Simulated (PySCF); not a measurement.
Ligand exchange on a metal centre used in film growth or etching (Ti F-NH2). Isolated molecules, 0 K electronic values unless said otherwise. One relaxed conformer stands for each flexible species; it need not be the lowest. All members: neutral, multiplicity 1. Level: TPSSh-D3(BJ)/def2-TZVP // r2SCAN-D4/def2-SVP (PySCF), beside PBE-D3(BJ)/def2-TZVP // r2SCAN-D4/def2-SVP (PySCF) at the same geometries.  Orbital energies are measured against the vacuum level.

```csv
species,"LUMO, PBE (eV)","LUMO, TPSSh-D3(BJ) (eV)"
[Ti(F)4],-3.98,-3.60
[Ti(F)3(NH2)],-3.43,-2.99
[Ti(F)2(NH2)2],-2.59,withheld
[Ti(F)(NH2)3],-1.96,-1.51
[Ti(NH2)4],-1.66,-1.18
```

Task: Fit y = a + b·x, y being the LUMO at the first level, to the 4 complete rows by least squares, with x = the PBE value in eV. Give a, b and the rms residual, and predict the withheld value.

Result: Means of the 4 rows: x̄ = -2.7575, ȳ = -2.32 eV. Σ(x − x̄)² = 3.7873 and Σ(x − x̄)(y − ȳ) = 3.9125, so b = 1.033 and a = ȳ − b·x̄ = 0.528 eV. The rms residual is 0.017 eV. At x = -2.59 the line gives -2.15 eV. The run for [Ti(F)2(NH2)2] gave -2.14 eV, so the line is off by 0.01 eV, within twice the rms residual.

Codes: PySCF.
